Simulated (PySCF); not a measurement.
hypoboric acid (B₂H₄O₄), SMILES OB(O)B(O)O.

Coordinates come from a B3LYP-D3(BJ)/def2-SVP optimisation. One conformer was computed; it need not be the lowest.

Two levels are set side by side: PBE/def2-TZVP (PySCF) and B3LYP/def2-TZVP (PySCF). Same geometry, gas phase. Differences are taken from unrounded values.

```json
[
 {"quantity": "orbital gap (eV)", "PBE": "5.66"},
 {"quantity": "highest occupied level (eV)", "PBE": "-6.92"},
 {"quantity": "lowest empty level (eV)", "PBE": "-1.26"},
 {"quantity": "dipole moment (D)", "PBE": "3.03"},
 {"quantity": "mean polarisability (bohr³)", "PBE": "45.6"}
]
```

These are the PBE values. What does B3LYP give? (Estimate from the structure and the level; the computed values follow.)


```tsv
quantity	B3LYP	PBE minus B3LYP
orbital gap (eV)	7.66	-2.00
highest occupied level (eV)	-8.21	1.29
lowest empty level (eV)	-0.55	-0.72
dipole moment (D)	3.15	-0.12
mean polarisability (bohr³)	43.0	2.6
```

Without exact exchange PBE keeps part of each electron's self-repulsion, which lifts occupied levels and narrows the gap. Loosely held outer electrons make PBE densities more polarisable. Differences between two approximate levels are no errors against the true value.

Rough cost on one machine, each run with all the roots and properties that it gave: B3LYP against PBE within a factor of 2.
